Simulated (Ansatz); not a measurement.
C2H2Cl2Si, SMILES `ClC1=C(Cl)[SiH2]1`, 7 atoms. Charge 0, multiplicity 1. All runs use 2 threads of an Arm Neoverse V1 on a shared host. Correlated methods freeze the cores.

(1) How many basis functions does each run have, and how long does it take in Ansatz? RKS PBE0-D4/def2-QZVPP energy; RKS r2SCAN-D4/def2-TZVPP energy and forces; RKS ωB97M-V/def2-QZVPP energy; RHF-MP2/def2-QZVPP energy; RKS PBE0-D4/def2-TZVP relaxation (6 steps); RKS r2SCANh-D4/def2-TZVPP energy; direct RPA on PBE orbitals/def2-TZVPP energy; RKS ωB97M-V/def2-SVP energy; RKS LC-ωPBE/def2-TZVPP energy; RHF-CCSD(T)/def2-TZVPP energy; RHF-CCSD(T)/def2-SVP energy; RKS PBE0-D4/def2-TZVPP energy. (Estimate.)

Results:

(1) Computed: Other jobs shared the machine, so times are rough.

| level | job | functions | wall time | peak host memory (GiB) |
| --- | --- | --- | --- | --- |
| RHF-CCSD(T)/def2-SVP | energy | 92 | 3.7 s | 0.28 |
| RKS LC-ωPBE/def2-TZVPP | energy | 216 | 3.9 s | 0.37 |
| RKS PBE0-D4/def2-TZVPP | energy | 216 | 5 s | 0.56 |
| direct RPA on PBE orbitals/def2-TZVPP | energy | 216 | 6 s | 0.42 |
| RKS ωB97M-V/def2-SVP | energy | 92 | 7.5 s | 0.26 |
| RKS r2SCAN-D4/def2-TZVPP | energy and forces | 216 | 8.5 s | 0.3 |
| RKS r2SCANh-D4/def2-TZVPP | energy | 216 | 8.5 s | 0.57 |
| RKS PBE0-D4/def2-QZVPP | energy | 384 | 13 s | 1.2 |
| RHF-MP2/def2-QZVPP | energy | 384 | 24 s | 1.7 |
| RKS ωB97M-V/def2-QZVPP | energy | 384 | 29 s | 1.4 |
| RKS PBE0-D4/def2-TZVP | relaxation (6 steps) | 185 | 37 s | 0.48 |
| RHF-CCSD(T)/def2-TZVPP | energy | 216 | 110 s | 2.9 |

LC-ωPBE has ω = 0.4 bohr⁻¹.
